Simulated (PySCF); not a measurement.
4,4-difluorobuta-1,2-diene (C4H4F2), SMILES C=C=CC(F)F. Geometry: r2SCAN-D4/def2-SVP. One conformer was computed; it need not be the lowest.

Computed equilibrium geometry at r2SCAN-D4/def2-SVP (PySCF confirms it by a frequency run) as bond lengths and angles, and its point group (one conformer of several):
point group Cs.
Atoms: C1 C2 C3 C4 F5 F6 H7 H8 H9 H10. Bonds (Å): C1–C2 1.308, C1–H7 1.096, C1–H8 1.096, C2–C3 1.312, C3–C4 1.496, C3–H9 1.098, C4–F5 1.363, C4–F6 1.363, C4–H10 1.104. Bond angles (°): C2–C1–H7 121.2, C2–C1–H8 121.2, H7–C1–H8 117.7, C1–C2–C3 179.2, C2–C3–C4 122.9, C2–C3–H9 121.5, C4–C3–H9 115.6, C3–C4–F5 109.8, C3–C4–F6 109.8, C3–C4–H10 113.0, F5–C4–F6 106.6, F5–C4–H10 108.7, F6–C4–H10 108.7.
Charge 0, spin multiplicity 1.
